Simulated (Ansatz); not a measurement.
A run for Ansatz (a quantum-chemistry and plane-wave program): R-BHLYP/def2-TZVPP on H6W (SMILES [WH6]). Elements past Kr take the def2 small-core potentials; no spin–orbit coupling.

Ansatz 0.2 input:
```yaml
crystal:
  periodic: [false, false, false]
  atoms:
    - {symbol: W, position_ang: [0.00000026, 0.00000000, -0.38238808]}
    - {symbol: H, position_ang: [1.00605094, 0.00000000, 0.94782210]}
    - {symbol: H, position_ang: [-0.50302513, 0.87126490, 0.94782066]}
    - {symbol: H, position_ang: [-0.50302513, -0.87126490, 0.94782066]}
    - {symbol: H, position_ang: [1.65639907, -0.00000000, -0.82045756]}
    - {symbol: H, position_ang: [-0.82820000, 1.43448343, -0.82045889]}
    - {symbol: H, position_ang: [-0.82820000, -1.43448343, -0.82045889]}
basis:
  gaussian:
    orbitals: def2-TZVPP
hamiltonian:
  xc: {name: BHLYP}
scf: {lower_state_search: off}
```

Program output:

```
WARN ansatz: RAYON_NUM_THREADS=4 ignored (pool sized by the plan → 4); use --threads N
Functional definition: BHLYP
these checks for a lower state are left out or cut short: stability, starts, cluster_reference, orbital_swaps, neighbouring_geometries, increment
integrals: 0.04 GiB planned
828 factors; their error is unknown
mean field: 0.49 GiB planned
mean field evaluation 1: about -1915.3078 eV, gradient 1.9e1 eV
mean field evaluation 2: about -1915.6526 eV, gradient 1.7e1 eV
mean field evaluation 4: about -1916.2783 eV, gradient 2.3e0 eV
mean field evaluation 8: about -1916.2924 eV, gradient 6.0e-2 eV
mean field evaluation 16: about -1916.3075 eV, gradient 2.2e-5 eV
mean field -1916.30751488 eV, -70.4230022519 hartree, gradient 3.0e-6 eV, S^2 0.000000; 0 other end points of the search recorded, 0 dependent functions left out
reference -1916.30767124 eV, -70.4230079980 hartree; 10, 10 occupied and 130, 130 virtual orbitals, 828 factors
Total energy: -1916.30767124 eV, -70.4230079980 hartree
Checks for a lower state left out: stability, starts, cluster_reference, orbital_swaps, neighbouring_geometries, increment
```

The calculation finished and met its thresholds.

Cost: very roughly 2.3 core-seconds.
